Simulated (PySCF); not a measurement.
These 2 structures share the formula C10H10. Level of theory: PBE0-D3(BJ)/def2-SVP geometry optimisation, gas phase (PySCF). One conformer each; no zero-point energy, no entropy. No frequencies were run at this level. Point groups hold within 0.08 Å.

Problem. Rank from lowest to highest electronic energy at this level (kcal/mol).
A. `[CH2:1]=[CH:2][C:3](=[CH2:4])[c:5]1[cH:6][cH:7][cH:8][cH:9][cH:10]1` with C1–C2–C3–C4 180°, C2–C3–C5–C6 90°
B. `[CH2:1]=[CH:2][c:3]1[cH:4][cH:5][c:6]2[c:7]([cH:8]1)[CH2:9][CH2:10]2` with C1–C2–C3–C4 177°

Solution. A (0.0), B (5.1).

As drawn, the higher has a four-membered ring, which the lower lacks.

| SMILES | E (Eh) | E rel (kcal/mol) | dipole (D) | point group | A, B, C (MHz) |
| --- | --- | --- | --- | --- | --- |
| C=CC(=C)c1ccccc1 | -386.31852 | 0.0 | 0.10 | Cs | 2472, 934.8, 889.6 |
| C=Cc1ccc2c(c1)CC2 | -386.31032 | 5.1 | 0.76 | near Cs | 3317, 913.1, 722.7 |

Problem. How do the relative energies change in single points at PBE0/pcSseg-1 (no added dispersion term) on the same geometries?

Solution. 
```tsv
SMILES	PBE0-D3(BJ)/def2-SVP (kcal/mol)	PBE0/pcSseg-1 (kcal/mol)	shift
C=CC(=C)c1ccccc1	0.0	0.0	0.0
C=Cc1ccc2c(c1)CC2	5.1	7.3	+2.2
```

Each column counts from its own lowest isomer. The order is unchanged; the largest shift is 2.2 kcal/mol.

Problem. As an exercise, what shares would exp(−E/RT) give at 500 K from these electronic energies alone (no entropy, no degeneracies)?

Solution. RT = 0.994 kcal/mol: C=CC(=C)c1ccccc1 99.4 %, C=Cc1ccc2c(c1)CC2 0.6 %.
